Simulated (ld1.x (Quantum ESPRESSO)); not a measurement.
# Transferability test, RRKJ potential for copper

Cu (Z = 29), norm-conserving RRKJ (Kleinman–Bylander form), made with ld1.x (Quantum ESPRESSO) 7.5 (PBE, scalar-relativistic). Core [Ne], reference 3s2 3p6 3d10 4s0 4p1. Waves: 3p (bound): rc 1.00 bohr; 3d (bound): rc 0.80 bohr; 3s (bound): rc 1.00 bohr. Local part: the s channel. Core correction: Bessel-smoothed model core inside 0.65 bohr. rho0 = 0.01.

Occupied shells without a wave of their own: 4p. They enter only through the test configuration that unscreens the potential, and ld1.x also counts them in the model core charge.

Energies are relative to the spin-unpolarised reference configuration 3s2 3p6 3d10 4s0 4p1; without spin polarisation the order of configurations can differ from experiment. The frozen-core shift is the all-electron ΔE with the core orbitals held at their reference shape minus the fully relaxed ΔE.

ld1.x takes every shell without a wave as core, so the model core holds the 4p electrons as well and exchange and correlation see them twice. This cancels in the reference configuration, but the file is broken for other ones, and its errors say nothing about a proper core correction.

```csv
valence configuration,charge,ΔE all-electron (eV),error AE − PS (meV),frozen-core shift (meV)
3s2 3p6 3d10 4s1 4p0,0,-4.137,+322,-1.0
3s2 3p6 3d10 4s0 4p0,+1,4.011,-200,+0.6
3s2 3p6 3d9 4s0 4p0,+2,25.344,-368,-1.3
3s2 3p6 3d10 4s0.5 4p0,+0.5,-0.974,+109,-0.2
3s2 3p6 3d8 4s0 4p0,+3,64.364,-506,-4.4
3s1 3p6 3d10 4s1 4p0,+1,118.096,+474,+21
3s2 3p6 3d9 4s2 4p0,0,-2.167,+904,-4.2
```

Levels in the configuration 3s2 3p6 3d8 4s0 4p0:

```tsv
level	all-electron (eV)	pseudo (eV)
3s	-160.689	-160.821
3p	-117.805	-117.926
3d	-48.912	-49.019
```

A variational frozen-core shift is positive and of second order in the change. This column holds negative values, so the frozen-core run of ld1.x carries numerical noise or an error of first order here, and the column gives no more than the rough size of the effect.
